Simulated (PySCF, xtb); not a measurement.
FH4O4Si, SMILES F[Si-](O)(O)(O)O, charge -1. One conformer was computed; it need not be the lowest.

Harmonic wavenumbers (cm⁻¹) from GFN2-xTB run with xtb at its own minimum, in rising order: 123, 162, 262, 324, 327, 335, 350, 356, 375, 383, 412, 417, 623, 662, 790, 817, 941, 980, 996, 1036, 3700, 3704, 3721, 3736.

Question: What does PBE-D3(BJ)/def2-SVPD run with PySCF give at its own minimum? (Estimate from the structure and the level; the computed values follow.)

Answer: 18, 182, 209, 345, 361, 364, 381, 402, 452, 489, 505, 527, 636, 671, 792, 806, 900, 933, 965, 1038, 3738, 3738, 3740, 3792. Paired by order, the mean absolute difference is 43 cm⁻¹ and the zero-point energies are 36.5 and 37.1 kcal/mol.
